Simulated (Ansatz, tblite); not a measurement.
Isomers of Cd6S5 (singlet), found by a short tight-binding search and relaxed with PBE-D4/def2-SVP in Ansatz.

In the def2 sets Cd takes a core potential; there is no spin–orbit coupling. The xTB rows come from tblite.

Other spin states weren't relaxed.

A:

```
atom   x (Å)   y (Å)   z (Å)
 Cd1  -2.475  -0.370  -1.070
 Cd2   0.893  -2.560  -0.360
 Cd3   0.262   0.283   0.906
 Cd4   3.472   1.259   1.968
 Cd5   0.631   2.520   3.147
 Cd6   0.936  -4.866  -2.155
  S7  -0.821   2.482   0.426
  S8  -0.966   2.289  -1.687
  S9  -1.434  -1.830   0.485
 S10  -2.942   1.666  -2.216
 S11   2.444  -0.874   0.555
```

B:

```xyz
11

Cd    0.6246    2.1098    3.6754
Cd    0.9061   -0.6468   -2.7809
Cd    2.9797   -0.0435   -1.0790
Cd   -3.2119    0.5764   -0.2848
Cd   -1.4941    0.8786   -2.6855
Cd   -2.2587    1.1964    2.5053
S     2.2328    1.2737    1.0613
S     0.6197   -2.4938   -0.0558
S    -0.3374   -1.0393    1.1381
S     0.3258    0.8771    0.3593
S    -0.3865   -2.6886   -1.8534
```

Question: Estimate their order by electronic energy at PBE0-D4/def2-TZVP, counted from the lowest.

Answer: A (0.00) < B (1.36), in eV.

Question: Do the other levels pick the same lowest one?

Answer: Not GFN1-xTB. Energies above each level's lowest (eV):

```json
{"level": "GFN1-xTB", "A": "3.13", "B": "0.00"}
{"level": "GFN2-xTB", "A": "0.00", "B": "0.25"}
{"level": "PBE-D4/def2-TZVP", "A": "0.00", "B": "0.97"}
{"level": "r2SCAN-D4/def2-TZVP", "A": "0.00", "B": "1.48"}
{"level": "PBE0-D4/def2-TZVP", "A": "0.00", "B": "1.36"}
```
Point groups (tolerance 0.1 Å): A not assigned, B not assigned. Lower isomers may exist.
